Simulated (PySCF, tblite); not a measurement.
C4H12N2OSi2.
Structure used (GFN2-xTB), in Å, numbered top down from 1:
```
atom  x, y, z in Å
C1     2.1618    2.4929    0.9088
C2     2.7645    1.5524   -0.0903
O3     3.9509    1.3871   -0.2425
C4     1.7757    0.7978   -0.9334
N5     0.5792    0.6891   -0.5868
Si6   -0.7890   -0.1085   -1.2832
N7    -1.3235   -1.2157   -0.0619
C8    -1.2331   -0.7963    1.3250
Si9   -2.3598   -2.5738   -0.3674
H10    1.2664    2.0499    1.3357
H11    1.8652    3.4020    0.3866
H12    2.8850    2.7475    1.6786
H13    2.2097    0.3421   -1.8314
H14   -0.5652   -0.8960   -2.4915
H15   -1.6925    1.0284   -1.5013
H16   -0.3665   -0.1545    1.4649
H17   -1.1308   -1.6678    1.9722
H18   -2.1253   -0.2446    1.6365
H19   -2.1719   -2.9478   -1.7632
H20   -1.9425   -3.6335    0.5553
H21   -3.7670   -2.2338   -0.1110
```

Level of theory: PBE0/pcSseg-1 in PySCF (dipole) on a GFN2-xTB geometry, gas phase.

Masses are those of the commonest isotopes; rigid-rotor values at the optimised geometry. The values belong to one conformer with, in the numbering `[CH3:1][C:2](=[O:3])/[CH:4]=[N:5]/[SiH2:6][N:7]([CH3:8])[SiH3:9]`, C1–C2–C4–N5 -18°, C4–N5–Si6–N7 122°, N5–Si6–N7–C8 36°.

Problem. What are A, B and C (cm⁻¹)?

Solution. Ia = 175.41, Ib = 1119.74, Ic = 1172.57 u·Å²; 505379 MHz·u·Å²/I gives 2881, 451.3 and 431.0 MHz, that is A = 0.09610, B = 0.01505, C = 0.01438 cm⁻¹.

Problem. What kind of rotor is it?

Solution. A near-prolate asymmetric top; Ray's κ = -0.983.

Problem. What does the inertial defect say?

Solution. Not planar: Δ = Ic − Ia − Ib = -122.59 u·Å². For a rigid frame Δ = −2 Σ m c², so Σ m c² = 61.29 u·Å² lies off the ab plane: 14.09 from hydrogen and 47.21 from heavier atoms. The atom farthest from that plane is 2.16 Å away.

Problem. Which types of transition are allowed, and where do some lines up to J = 2 fall?

Solution. The dipole components are |μa| = 1.50 D, |μb| = 0.50 D, |μc| = 1.38 D. Intensities carry the squares of the components, which stand as 1.00 : 0.11 : 0.85 (a : b : c). Some lines, for components of 0.1 D or more:

```csv
type,branch,"J(Ka,Kc)",MHz,lower level (cm⁻¹)
a,R,"1(0,1) ← 0(0,0)",882,0.000
a,R,"2(1,2) ← 1(1,1)",1744,0.110
a,R,"2(0,2) ← 1(0,1)",1765,0.029
a,R,"2(1,1) ← 1(1,0)",1785,0.111
c,Q,"2(1,2) ← 2(0,2)",2410,0.088
c,Q,"1(1,1) ← 1(0,1)",2430,0.029
b,Q,"1(1,0) ← 1(0,1)",2450,0.029
b,Q,"2(1,1) ← 2(0,2)",2471,0.088
b,R,"1(1,1) ← 0(0,0)",3312,0.000
b,R,"2(1,2) ← 1(0,1)",4174,0.029
c,R,"2(1,1) ← 1(0,1)",4235,0.029
c,Q,"2(2,1) ← 2(1,1)",7289,0.171
b,Q,"2(2,0) ← 2(1,1)",7289,0.171
b,Q,"2(2,1) ← 2(1,2)",7350,0.169
c,R,"2(2,0) ← 1(1,0)",9074,0.111
c,R,"2(2,1) ← 1(1,1)",9095,0.110
```

Problem. Estimate the classical rotational partition function at 10 K, 50 K and 200 K.

Solution. Point group C1, symmetry number σ = 1; q = (√π/σ)·√((kT/h)³/(ABC)), k/h = 20836.6 MHz/K: 7120 at 10 K, 79600 at 50 K, 637000 at 200 K.

Its lowest GFN2-xTB frequency is 14i cm⁻¹, too small to tell a flat minimum from a shallow saddle. Zero-point vibration and centrifugal distortion are left out. A rigid rotor knows nothing of internal rotation, which can split or shift real lines. Quadrupole hyperfine structure (14N) is left out.
